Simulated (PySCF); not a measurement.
# Dipole moment and polarisability of `F[C@@H]1CC12C=CC=C2`

Species: C7H7F.
Geometry (GFN2-xTB, Å), atoms numbered from 1 in this order:
```xyz
15
C7H7F angstrom
F     -1.7948   -1.8174    0.6684
C     -1.5878   -0.4802    0.5593
C     -1.5982    0.1297   -0.7865
C     -0.2776   -0.0042   -0.0406
C      0.7759   -0.9415   -0.4649
C      1.9692   -0.3950   -0.1795
C      1.7674    0.9027    0.4268
C      0.4498    1.1494    0.5154
H     -1.9929    0.0328    1.4226
H     -1.7382   -0.5269   -1.6310
H     -2.0122    1.1185   -0.9041
H      0.5716   -1.8974   -0.9080
H      2.9342   -0.8304   -0.3630
H      2.5646    1.5479    0.7484
H     -0.0353    2.0200    0.9149
```

Level: wB97X-D/def2-SVPD (PySCF), static field, nuclei fixed, core orbitals frozen in the response. The polarisability tensor in these axes (au):

```
x   97.66  3.51  1.79
y    3.51 72.81  6.03
z    1.79  6.03 61.05
```

Task: Diagonalise the tensor; give its mean and Δα, where Δα² is half the sum of the squared differences of the eigenvalues.

Result: Principal values 58.51, 74.68 and 98.33 au; mean 77.17 au = 11.44 Å³ = 12.72 × 10⁻⁴⁰ C²·m²/J; Δα = 34.69 au (45 % of the mean).

Task: What is the dipole moment, and where does it point?

Result: (-0.42, 1.49, -0.40) D, 1.60 D in size, pointing from the negative to the positive side. Measured along this direction, the outermost atoms are H12 at the negative end and H11 at the positive end.

Task: Traceless (Buckingham) quadrupole moment about the centre of nuclear charge: eigenvalues?

Result: -8.35, 1.58, 6.77 D·Å. The values depend on the origin, since the dipole doesn't vanish. The electronic extent ⟨r²⟩ about the same centre is 865 bohr², a root-mean-square distance of 2.04 Å for the 58 electrons.

Task: Refractivity n − 1 of an ideal gas of it at 350 K and 1 atm, from the electronic α?

Result: N = p/kT = 2.0968 × 10¹⁹ cm⁻³, so n − 1 = 2π × N × 11.44 × 10⁻²⁴ cm³ = 1507 × 10⁻⁶ at long wavelengths.

Task: Form Σ f/ω² (atomic units) for the 8 lowest TDDFT singlets, given as eV and f, and set it beside the mean polarisability, which is this sum over all singlets: 4.89, 0.0618; 6.26, 0.1993; 6.74, 0.0013; 7.02, 0.0048; 7.33, 0.0297; 7.59, 0.0823; 7.68, 0.0580; 7.72, 0.0070.

Result: They add up to 8.05 au, 10.4 % of the 77.17 au; the largest single term is 3.76 au, from the state at 6.26 eV. Terms in order: 1.92, 3.76, 0.02, 0.07, 0.41, 1.06, 0.73, 0.09 au. Higher excitations give the rest. The strengths listed sum to 0.444.

Isolated species at its GFN2-xTB geometry, gas phase.
